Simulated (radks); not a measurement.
Species: Mo. Configuration: [Kr] 4d5 5s1.

Calculated with a radial shooting solver on a logarithmic mesh with Libxc functionals: scalar-relativistic Kohn-Sham, LDA (Slater exchange, VWN5 correlation), spin-polarised, spherical densities, finite nucleus; open shells are filled with parallel spins first (spin-orbit coupling, left out, can overturn this in heavy ions); Fermi nuclear charge, rms radius 4.4091 fm.

Energy parts (hartree):
part                       energy
total                 -4044.53009
kinetic                4168.89640
electron-nucleus      -9752.28341
Hartree                1658.26613
exchange-correlation   -119.40922

Orbitals (lengths in bohr, moments of r in powers of bohr; r(90%) holds 90 % of the orbital's charge):
orbital	occ.	eigenvalue (hartree)	r(90%)	<r>
1s up	1	-727.4068	0.0631	0.03521
1s down	1	-727.4062	0.0631	0.03521
2s up	1	-102.7457	0.238	0.1539
2s down	1	-102.7283	0.238	0.1539
2p up	3	-91.92072	0.218	0.1340
2p down	3	-91.90717	0.218	0.1340
3s up	1	-17.45005	0.635	0.4298
3s down	1	-17.43717	0.635	0.4297
3p up	3	-13.90373	0.652	0.4313
3p down	3	-13.88973	0.652	0.4311
3d up	5	-8.11482	0.665	0.4157
3d down	5	-8.09616	0.665	0.4154
4s up	1	-2.38549	1.62	1.109
4s down	1	-2.29331	1.61	1.103
4p up	3	-1.44013	1.85	1.241
4p down	3	-1.33942	1.83	1.232
5s up	1	-0.17756	5.14	3.443
4d up	5	-0.17174	3.26	1.975
5s down	0	-0.10289	6.03	3.912
4d down	0	-0.06394	3.73	2.152

The highest occupied level is 4d up at -4.673 eV. The density falls to 0.001 e/bohr^3 at r = 4.64 bohr. Spin moment in Bohr magnetons: 6. The spin density at the nucleus is 8.83 e/bohr^3 (1s -0.01, 2s -0.65, 3s 0.08, 4s -2.36, 5s 11.78). For comparison, the ionisation energy in NIST's Atomic Spectra Database is 7.092 eV (measured). In exact Kohn-Sham theory the highest level is minus the ionisation energy, but local and semilocal functionals leave it too shallow, through self-interaction and a potential that decays too fast; potentials with the right tail come closer. The electron density at the nucleus is 9.227e+04 e/bohr^3 (large components only). Summed over all electrons, <r^2> = 55.30 bohr^2, which gives a Langevin (diamagnetic) susceptibility term of -43.8 x 10^-6 cm^3/mol.
